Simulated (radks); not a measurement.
C2+, 4 electrons, occupied as [He] 2s2 (the NIST ground configuration).

Calculated with a radial shooting solver on a logarithmic mesh with Libxc functionals: non-relativistic Kohn-Sham, PBE, spin-polarised, spherical densities, point nucleus.

Energy parts (hartree):
| part | energy |
|---|---|
| total | -36.46109 |
| kinetic | 36.37620 |
| electron-nucleus | -80.51239 |
| Hartree | 12.03544 |
| exchange-correlation | -4.36033 |

Orbitals (lengths in bohr, moments of r in powers of bohr):
orbital  occ.  eigenvalue (hartree)     <r>  <1/r>
1s          2             -11.33421  0.2703  5.649
2s          2              -1.48323   1.362  1.060

The highest occupied level is 2s at -40.361 eV. The electron density at the nucleus is 130.7 e/bohr^3. The density falls to 0.001 e/bohr^3 at r = 2.79 bohr.
